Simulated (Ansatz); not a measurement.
Total energies of Na₆ from Ansatz at PBE/def2-TZVPD, gas phase (1 Eh = 27.2114 eV = 2625.5 kJ/mol). The reference geometry is relaxed at B3LYP/def2-SVP.

Cartesian coordinates in Å:
```
Na 0.297 -3.894 -0.458
Na 0.838 -1.168 1.512
Na -0.683 -0.903 -1.756
Na -1.583 2.203 -2.857
Na 1.289 1.692 3.311
Na -0.158 2.071 0.248
```

```json
{"state": "charge 0 singlet", "geometry": "reference", "energy (Eh)": "-973.09548"}
{"state": "charge -1 doublet", "geometry": "reference", "energy (Eh)": "-973.12347"}
{"state": "charge -1 doublet", "geometry": "relaxed at B3LYP/def2-SVPD", "energy (Eh)": "-973.12515"}
```

(1) Work out the vertical electron affinity, to the doublet.

(2) How much does the charge -1 doublet relax, and what is the adiabatic electron affinity?

(1) E(charge 0 singlet) − E(charge -1 doublet) = -973.09548 − (-973.12347) = 0.02799 Eh = 0.76 eV.

(2) Relaxation: -973.12347 − (-973.12515) = 0.00168 Eh = 0.05 eV. Adiabatic electron affinity: 0.02967 Eh = 0.81 eV, without zero-point energy. 

The restricted singlet is unstable towards broken spin symmetry in Hartree–Fock (as tested in another run); at PBE/def2-TZVPD this wasn't settled. At PBE/def2-TZVPD the highest occupied level of the charge -1 doublet lies above zero (up to 0.32 eV). By energy differences its removal costs 0.76 eV (vertical, to the charge 0 singlet, at PBE/def2-TZVPD); a positive level beside a positive removal energy at the same level points to self-interaction error. At PBE/def2-TZVPD the highest occupied level of the relaxed charge -1 doublet lies above zero (up to 0.21 eV). By energy differences its removal costs 0.81 eV (each at its own geometry, to the charge 0 singlet, at PBE/def2-TZVPD); the vertical value is larger still, so the positive level points to self-interaction error. 

The structure comes from a short search, and lower isomers may exist.
